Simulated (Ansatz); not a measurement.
`C[Se][GaH2]` + NH₃ → `[NH2][GaH2]` + `C[SeH]` at 500 K and 1 bar (ligand exchange at a Ga–Se bond).

Isolated molecules relaxed with PBE0-D4/def2-TZVP in Ansatz; ΔE leaves out vibrations. CCSD(T)/CBS adds triple-zeta CCSD(T) − MP2 to the extrapolated MP2 energy (def2 sets, frozen cores). This one scheme is used for every species. For Ga, Se outer-core shells are correlated without core-valence functions, which leaves a few kJ/mol of doubt a bond. Scalar relativity is left out up to krypton.

| species | CCSD(T)/CBS energy (Eh) | H − E (kJ/mol) | S (J/(mol·K)) |
| --- | --- | --- | --- |
| `C[Se][GaH2]` | -4365.72567 | 173.7 | 387.2 |
| NH₃ | -56.50880 | 108.2 | 211.8 |
| `[NH2][GaH2]` | -1981.05479 | 130.3 | 302.1 |
| `C[SeH]` | -2441.15625 | 142.1 | 299.3 |

H − E and S are ideal-gas, rigid-rotor, harmonic terms from PBE0-D4/def2-TZVP. 1 Eh = 2625.50 kJ/mol, R = 8.31446 J/(mol·K).

Problem. By hand: ΔE, ΔH, ΔS and ΔG.

Solution. ΔE = (-1981.05479) + (-2441.15625) − (-4365.72567) − (-56.50880) = 0.02343 Eh = 61.5 kJ/mol. Δ(H − E) = 130.3 + 142.1 − 173.7 − 108.2 = -9.5, so ΔH = 52.0 kJ/mol. ΔS = 302.1 + 299.3 − 387.2 − 211.8 = 2.4 J/(mol·K). ΔG = 52.0 − 500 × (2.4)/1000 = 50.8 kJ/mol.

Problem. By hand: the equilibrium constant, and the temperature at which ΔG would vanish if ΔH and ΔS stayed fixed.

Solution. log₁₀ K = −ΔG/(RT ln 10) = -5.3. ΔG = 0 at ΔH/ΔS = 21667 K, far beyond where these terms or the molecules hold.

The number of gas molecules stays the same, so ΔS is small and ΔH decides. A doubt of 5 kJ/mol in ΔE shifts log₁₀ K by 0.5 here. These are equilibria of isolated gas molecules and say nothing of rates. Largest T1 diagnostic: 0.014 (customary marks: 0.02 for closed shells, 0.045 for open ones).
